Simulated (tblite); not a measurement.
C5H12BNP2.
Geometry (GFN2-xTB, Å), atoms numbered from 1 in this order:
```
atom  x, y, z in Å
C1    -2.9720    0.1653   -0.4340
C2    -1.9169   -0.5435   -0.7986
C3    -0.6005    0.0615   -1.1449
P4     0.5199    0.1913    0.3272
C5     0.6026   -1.5353    0.9394
P6    -0.7526    1.1465    1.8183
B7     2.2755    0.9085   -0.1470
C8     2.6997   -0.1714   -1.1696
N9     2.9670   -1.0000   -1.9208
H10   -3.9073   -0.2963   -0.1701
H11   -2.9437    1.2436   -0.4014
H12   -1.9706   -1.6229   -0.8376
H13   -0.0615   -0.5283   -1.8910
H14   -0.7230    1.0800   -1.5258
H15    1.0558   -2.1544    0.1657
H16   -0.3876   -1.9108    1.1923
H17    1.2388   -1.5631    1.8237
H18    0.3312    1.2563    2.6895
H19   -0.5017    2.4079    1.2766
H20    2.1029    1.9795   -0.6358
H21    2.9350    0.9026    0.8436
```

Method: GFN2-xTB as coded in tblite; computed harmonic values from a numerical Hessian at the method's own geometry, unscaled. This tight-binding method is rough: wavenumbers can miss measured ones by several per cent, in bad cases by 10 to 20. Modes of hydrogen on boron and phosphorus can be 10 to 20 % off. One conformer, not necessarily the lowest.

Harmonic wavenumbers (cm⁻¹): 36.4, 46.0, 68.6, 93.4, 120.4, 136.0, 136.8, 153.9, 174.1, 203.1, 214.3, 276.6, 316.2, 377.5, 420.8, 482.3, 557.2, 609.1, 692.2, 711.1, 724.6, 751.2, 776.2, 815.6, 828.8, 871.8, 877.6, 891.8, 900.8, 951.4, 976.6, 1016.4, 1040.4, 1109.3, 1159.5, 1169.0, 1190.7, 1284.1, 1310.1, 1397.4, 1423.1, 1424.4, 1432.9, 1695.0, 2254.5, 2306.7, 2339.9, 2453.8, 2456.9, 2941.0, 2952.5, 2996.4, 2998.3, 3004.8, 3064.6, 3085.4, 3133.1.

A = 1651, B = 810.3, C = 659.5 MHz; mass 159.054 u (most abundant isotopes); point group C1, symmetry number 1.

Problem. What is the zero-point energy?

Solution. Half the sum of the wavenumbers: 33916 cm⁻¹ = 405.73 kJ/mol.

Problem. Give the ideal-gas entropy at 350 K and 1 bar in the rigid-rotor, harmonic-oscillator model (classical rotation).

Solution. Translation 175.41, rotation 128.68, vibration 220.61: S = 524.7 J/(mol K).

Problem. And Cp and H(350 K) − H(0)?

Solution. Cp = 229.21 J/(mol K), of which vibrations give 195.95 (their classical limit is 57 R = 473.9); H(350 K) − H(0) = 49.63 kJ/mol without the zero-point energy, 37.99 from vibrations.

Problem. How do the functions run with temperature in this model?

Solution. 
```csv
T (K),S (J/(mol K)),Cp (J/(mol K)),H − H(0) (kJ/mol),G − H(0) (kJ/mol),ln q(vib)
150,376.0,134.2,13.18,-43.21,5.47
250,455.7,182.4,29.00,-84.93,9.63
298.15,489.9,205.6,38.35,-107.71,11.52
400,556.7,250.0,61.62,-161.06,15.32
600,671.2,315.0,118.55,-284.18,22.24
900,811.8,377.4,223.18,-507.42,31.46
```

q(vib) and H(0) count from the zero-point level.

Problem. Which modes carry the vibrational entropy at 350 K?

Solution. 36.4 cm⁻¹: 24.12; 46.0 cm⁻¹: 22.17; 68.6 cm⁻¹: 18.87; 93.4 cm⁻¹: 16.32; 120.4 cm⁻¹: 14.25; 136.0 cm⁻¹: 13.26 J/(mol K); the other 51 give 111.62 together.

Problem. Blend soft modes into free rotors: weight 1/[1 + (100 cm⁻¹/ν̃)⁴] for the oscillator and the rest for a rotor with moment μB/(μ + B), μ = h/(8π²ν), B = 10⁻⁴⁴ kg m². What vibrational entropy results?

Solution. 199.65 J/(mol K) in place of 220.61, which changes −T·S at 350 K by +7.33 kJ/mol.

Problem. What must be added to the electronic energy to get the Gibbs energy at 350 K and 1 bar?

Solution. ZPE + [H(350 K) − H(0)] − T·S = 405.73 + 49.63 − 183.65 = 271.71 kJ/mol.

Hindered rotation and anharmonicity are outside this model. Other conformers, if any are populated, would add a mixing term that is left out. The structure is chiral; the term R ln 2 for an equal mix with its mirror image is left out.

On Arm Neoverse V1, one thread, shared host, this took 1.1 s of wall time. This covers the Hessian and the dipole derivatives.
